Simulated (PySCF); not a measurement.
La(NH2)3: one run

La(NH2)3 (singlet). PySCF 2.14.0, RKS PBE0, La def2-TZVP with ECP46, N def2-TZVP, H def2-TZVP; non-relativistic Hamiltonian with scalar-relativistic core potentials where named; density fitting; no spin-orbit coupling. Purpose: basis and core treatment small-core/TZVP. The geometry is a saddle point of the state and level it was relaxed for.

```python
mol = gto.M(atom='''
La    -0.00000    -0.00000     0.00000
N      2.34517    -0.00001    -0.00000
H      2.97448    -0.00001     0.80502
H      2.97448    -0.00001    -0.80502
N     -1.17258     2.03098     0.00000
H     -1.48723     2.57598     0.80502
H     -1.48723     2.57598    -0.80502
N     -1.17259    -2.03097    -0.00000
H     -1.48724    -2.57597     0.80502
H     -1.48724    -2.57597    -0.80502''',
    basis={'La': 'def2-TZVP', 'N': 'def2-TZVP', 'H': 'def2-TZVP'},
    ecp={'La': 'def2-TZVP'},
    charge=0, spin=0)
mf = dft.RKS(mol, xc='PBE0')
mf.grids.atom_grid = (75, 302)  # f atoms: unpruned, at least (60, 302)
mf = mf.density_fit()  # fitting sets: La def2-universal-JKFIT, N def2-universal-JKFIT, H def2-universal-JKFIT
mf.conv_tol = 1e-08; mf.max_cycle = 55
mf.kernel(dm0)  # dm0: free metal ions and neutral atoms
mf.nuc_grad_method().kernel()
```

Run from Python with OMP_NUM_THREADS=2; the lines above give its settings. Where DIIS fails, smearing, a level shift and second-order steps follow.
It took 41 s on 2 threads of Intel(R) Xeon(R) Processor @ 2.50GHz (Skylake/Cascade Lake), on a shared host.

**Question.** Where do the frontier levels lie, over both spins?

**Answer.** HOMO -5.65 eV, LUMO -1.76 eV. 

**Question.** What are the Mulliken charges and spins?

**Answer.** 
| atom | charge (e) | spin (e) |
| --- | --- | --- |
| La1 | 1.542 | 0.000 |
| N2 | -0.945 | 0.000 |
| H3 | 0.215 | 0.000 |
| H4 | 0.215 | 0.000 |
| N5 | -0.945 | 0.000 |
| H6 | 0.215 | 0.000 |
| H7 | 0.215 | 0.000 |
| N8 | -0.945 | 0.000 |
| H9 | 0.215 | 0.000 |
| H10 | 0.215 | 0.000 |

**Question.** What forces act on the atoms (eV/Å)?

**Answer.** 
```
La   0.00  0.00  0.00
N    0.42  0.00  0.00
H   -0.20  0.00 -0.21
H   -0.20  0.00  0.21
N   -0.21  0.37  0.00
H    0.10 -0.17 -0.21
H    0.10 -0.17  0.21
N   -0.21 -0.37  0.00
H    0.10  0.17 -0.21
H    0.10  0.17  0.21
```
Forces carry noise of the integration grid, about 0.01 to 0.03 eV/Å.

The geometry was relaxed with PBE0 (La def2-SVP with ECP46, N def2-SVP, H def2-SVP).
